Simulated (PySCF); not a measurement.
Cl₂GaH₃N, neutral, multiplicity 2. Atoms are numbered in the order given.

```xyz
7

Ga     0.5953     0.0405     0.0000
Cl    -0.3996    -0.6398    -1.8835
Cl    -0.3996    -0.6398     1.8835
N     -0.4240     1.9648     0.0000
H     -1.0244     1.9616    -0.8382
H     -1.0244     1.9616     0.8382
H      0.1462     2.8207     0.0000
```
Charge 0, spin multiplicity 2.

The structure is a stationary point at PBE-D3(BJ)/def2-SVP. The spin state was assumed, not searched. The isomer is the one that the SMILES or the coordinates give; other isomers of the formula were not compared.

Method: PBE-D3(BJ)/def2-SVP (PySCF).

Frequencies are harmonic and unscaled.

```json
[
 {"mode": "1", "ν (cm⁻¹)": "105", "IR (km/mol)": "5.3", "moving atoms (share of kinetic energy)": "Cl 74 %, Ga 18 %"},
 {"mode": "2", "ν (cm⁻¹)": "110", "IR (km/mol)": "2.9", "moving atoms (share of kinetic energy)": "N 42 %, H 25 %, Cl 24 %, Ga 8 %"},
 {"mode": "3", "ν (cm⁻¹)": "123", "IR (km/mol)": "0.0", "moving atoms (share of kinetic energy)": "H 99 %"},
 {"mode": "4", "ν (cm⁻¹)": "136", "IR (km/mol)": "10.7", "moving atoms (share of kinetic energy)": "Ga 32 %, Cl 32 %, N 22 %, H 14 %"},
 {"mode": "5", "ν (cm⁻¹)": "314", "IR (km/mol)": "17.7", "moving atoms (share of kinetic energy)": "N 56 %, Ga 22 %, H 14 %"},
 {"mode": "6", "ν (cm⁻¹)": "338", "IR (km/mol)": "13.6", "moving atoms (share of kinetic energy)": "Cl 69 %, Ga 20 %, N 9 %"},
 {"mode": "7", "ν (cm⁻¹)": "365", "IR (km/mol)": "58.8", "moving atoms (share of kinetic energy)": "Cl 60 %, Ga 36 %"},
 {"mode": "8", "ν (cm⁻¹)": "558", "IR (km/mol)": "23.7", "moving atoms (share of kinetic energy)": "H 84 %, N 13 %"},
 {"mode": "9", "ν (cm⁻¹)": "561", "IR (km/mol)": "35.6", "moving atoms (share of kinetic energy)": "H 79 %, N 16 %"},
 {"mode": "10", "ν (cm⁻¹)": "1094", "IR (km/mol)": "157.6", "moving atoms (share of kinetic energy)": "H 83 %, N 17 %"},
 {"mode": "11", "ν (cm⁻¹)": "1548", "IR (km/mol)": "24.2", "moving atoms (share of kinetic energy)": "H 95 %"},
 {"mode": "12", "ν (cm⁻¹)": "1568", "IR (km/mol)": "18.6", "moving atoms (share of kinetic energy)": "H 95 %"},
 {"mode": "13", "ν (cm⁻¹)": "3358", "IR (km/mol)": "8.1", "moving atoms (share of kinetic energy)": "H 98 %"},
 {"mode": "14", "ν (cm⁻¹)": "3492", "IR (km/mol)": "49.1", "moving atoms (share of kinetic energy)": "H 92 %, N 8 %"},
 {"mode": "15", "ν (cm⁻¹)": "3516", "IR (km/mol)": "46.0", "moving atoms (share of kinetic energy)": "H 92 %, N 8 %"}
]
```
